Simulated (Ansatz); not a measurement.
Start from `[Cl][InH][SeH]` and change one atom or group to get `[NH2][InH][Cl]`.

Ansatz, PBE0-D4/def2-TZVP geometries, multiplicity 1. Each molecule was computed in one conformer, which needn't be the lowest.

Elements past krypton have def2 core potentials. Scalar relativity is left out up to krypton. Spin–orbit coupling is left out; it splits and shifts lone-pair levels of the heavy atoms by tenths of an eV.

```json
{"property": "HOMO–LUMO gap (B3LYP/def2-TZVPP) / eV", "`[Cl][InH][SeH]`": "5.31"}
{"property": "LUMO energy (PBE0/def2-TZVPP) / eV", "`[Cl][InH][SeH]`": "-1.72"}
{"property": "HOMO–LUMO gap (PBE/def2-TZVPP) / eV", "`[Cl][InH][SeH]`": "4.01"}
{"property": "HOMO energy (ωB97M-V/def2-TZVPP) / eV", "`[Cl][InH][SeH]`": "-9.64"}
{"property": "LUMO energy (B3LYP/def2-TZVPP) / eV", "`[Cl][InH][SeH]`": "-1.97"}
{"property": "ideal-gas entropy at 298 K and 1 bar (rigid rotor, harmonic PBE0-D4/def2-TZVP) / J/(mol·K)", "`[Cl][InH][SeH]`": "342"}
```

Problem. Give the same properties after the change, and the shifts. (Estimate.)

Solution. Ansatz gave: 
```
                                                                                  property  `[NH2][InH][Cl]`  shift
                                                     HOMO–LUMO gap (B3LYP/def2-TZVPP) / eV              5.77   0.46
                                                        LUMO energy (PBE0/def2-TZVPP) / eV             -1.22   0.50
                                                       HOMO–LUMO gap (PBE/def2-TZVPP) / eV              4.23   0.22
                                                     HOMO energy (ωB97M-V/def2-TZVPP) / eV             -9.85  -0.21
                                                       LUMO energy (B3LYP/def2-TZVPP) / eV             -1.50   0.47
ideal-gas entropy at 298 K and 1 bar (rigid rotor, harmonic PBE0-D4/def2-TZVP) / J/(mol·K)               321    -21
```

The zero-point energy changes by 44.2 kJ/mol with +3 modes.

B3LYP here is the variant with VWN-RPA as its local correlation; programs differ in this.
